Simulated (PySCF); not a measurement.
Isomers of C5H11FO2Si2.

All values: PBE0/pcSseg-1 (PySCF) at GFN2-xTB geometries, gas phase, one conformer each.

(1) Rank by the lowest IAO charge on any atom, highest value first.
A. `[CH3:1][C:2](=[O:3])[O:4][SiH2:5][CH2:6]/[CH:7]=[C:8](/[F:9])[SiH3:10]` with C1–C2–O4–Si5 178°, C2–O4–Si5–C6 -179°, O4–Si5–C6–C7 172°, Si5–C6–C7–C8 -104°
B. `[O:1]=[CH:2][O:3][Si@@H:4]1[CH2:5][C@@H:6]([F:7])[CH2:8][C@@H:9]1[SiH3:10]` with O1–C2–O3–Si4 -1°, C2–O3–Si4–C5 178°, O3–Si4–C5–C6 -136°, Si4–C5–C6–F7 -78°, C5–C6–C8–C9 -50°, C6–C8–C9–Si10 160°
C. `[CH3:1][O:2][C:3](=[O:4])[Si@@H:5]1[CH2:6][SiH2:7][C@H:8]([F:9])[CH2:10]1` with C1–O2–C3–O4 0°, O2–C3–Si5–C6 71°, C3–Si5–C6–Si7 -128°, Si5–C6–Si7–C8 -10°, C6–Si7–C8–F9 157°, Si7–C8–C10–Si5 -45°
D. `[CH3:1][C:2](=[O:3])[O:4][Si@@H:5]1[CH2:6][SiH2:7][C@H:8]([F:9])[CH2:10]1` with C1–C2–O4–Si5 178°, C2–O4–Si5–C6 -177°, O4–Si5–C6–Si7 -129°, Si5–C6–Si7–C8 -10°, C6–Si7–C8–F9 156°, Si7–C8–C10–Si5 -44°

(2) Rank by HOMO energy, lowest first.
A. `[CH3:1][C:2](=[O:3])[O:4][SiH2:5][CH2:6]/[CH:7]=[C:8](/[F:9])[SiH3:10]` with C1–C2–O4–Si5 178°, C2–O4–Si5–C6 -179°, O4–Si5–C6–C7 172°, Si5–C6–C7–C8 -104°
B. `[O:1]=[CH:2][O:3][Si@@H:4]1[CH2:5][C@@H:6]([F:7])[CH2:8][C@@H:9]1[SiH3:10]` with O1–C2–O3–Si4 -1°, C2–O3–Si4–C5 178°, O3–Si4–C5–C6 -136°, Si4–C5–C6–F7 -78°, C5–C6–C8–C9 -50°, C6–C8–C9–Si10 160°
C. `[CH3:1][O:2][C:3](=[O:4])[Si@@H:5]1[CH2:6][SiH2:7][C@H:8]([F:9])[CH2:10]1` with C1–O2–C3–O4 0°, O2–C3–Si5–C6 71°, C3–Si5–C6–Si7 -128°, Si5–C6–Si7–C8 -10°, C6–Si7–C8–F9 157°, Si7–C8–C10–Si5 -45°
D. `[CH3:1][C:2](=[O:3])[O:4][Si@@H:5]1[CH2:6][SiH2:7][C@H:8]([F:9])[CH2:10]1` with C1–C2–O4–Si5 178°, C2–O4–Si5–C6 -177°, O4–Si5–C6–Si7 -129°, Si5–C6–Si7–C8 -10°, C6–Si7–C8–F9 156°, Si7–C8–C10–Si5 -44°

## Answers

(1) A (-0.596 e), B (-0.672 e), C (-0.836 e), D (-0.860 e).

(2) B (-8.33 eV), D (-8.05 eV), C (-7.64 eV), A (-7.14 eV).

All values together:

| SMILES | μ (D) | HOMO (eV) | LUMO (eV) | lowest IAO charge (e) | highest IAO charge (e) | lowest Hirshfeld charge (e) | highest Hirshfeld charge (e) |
| --- | --- | --- | --- | --- | --- | --- | --- |
| CC(=O)O[Si@@H]1C[SiH2][C@H](F)C1 | 3.12 | -8.05 | -0.06 | -0.860 (C) | +1.122 (Si) | -0.258 (C) | +0.426 (Si) |
| COC(=O)[Si@@H]1C[SiH2][C@H](F)C1 | 1.41 | -7.64 | -0.74 | -0.836 (C) | +0.869 (Si) | -0.256 (O) | +0.372 (Si) |
| CC(=O)O[SiH2]C/C=C(/F)[SiH3] | 3.02 | -7.14 | -0.47 | -0.596 (O) | +1.000 (Si) | -0.253 (O) | +0.403 (Si) |
| O=CO[Si@@H]1C[C@@H](F)C[C@@H]1[SiH3] | 2.57 | -8.33 | -0.25 | -0.672 (C) | +1.089 (Si) | -0.233 (O) | +0.418 (Si) |

Conformers: `[CH3:1][C:2](=[O:3])[O:4][Si@@H:5]1[CH2:6][SiH2:7][C@H:8]([F:9])[CH2:10]1` with C1–C2–O4–Si5 178°, C2–O4–Si5–C6 -177°, O4–Si5–C6–Si7 -129°, Si5–C6–Si7–C8 -10°, C6–Si7–C8–F9 156°, Si7–C8–C10–Si5 -44°; `[CH3:1][O:2][C:3](=[O:4])[Si@@H:5]1[CH2:6][SiH2:7][C@H:8]([F:9])[CH2:10]1` with C1–O2–C3–O4 0°, O2–C3–Si5–C6 71°, C3–Si5–C6–Si7 -128°, Si5–C6–Si7–C8 -10°, C6–Si7–C8–F9 157°, Si7–C8–C10–Si5 -45°; `[CH3:1][C:2](=[O:3])[O:4][SiH2:5][CH2:6]/[CH:7]=[C:8](/[F:9])[SiH3:10]` with C1–C2–O4–Si5 178°, C2–O4–Si5–C6 -179°, O4–Si5–C6–C7 172°, Si5–C6–C7–C8 -104°; `[O:1]=[CH:2][O:3][Si@@H:4]1[CH2:5][C@@H:6]([F:7])[CH2:8][C@@H:9]1[SiH3:10]` with O1–C2–O3–Si4 -1°, C2–O3–Si4–C5 178°, O3–Si4–C5–C6 -136°, Si4–C5–C6–F7 -78°, C5–C6–C8–C9 -50°, C6–C8–C9–Si10 160°.
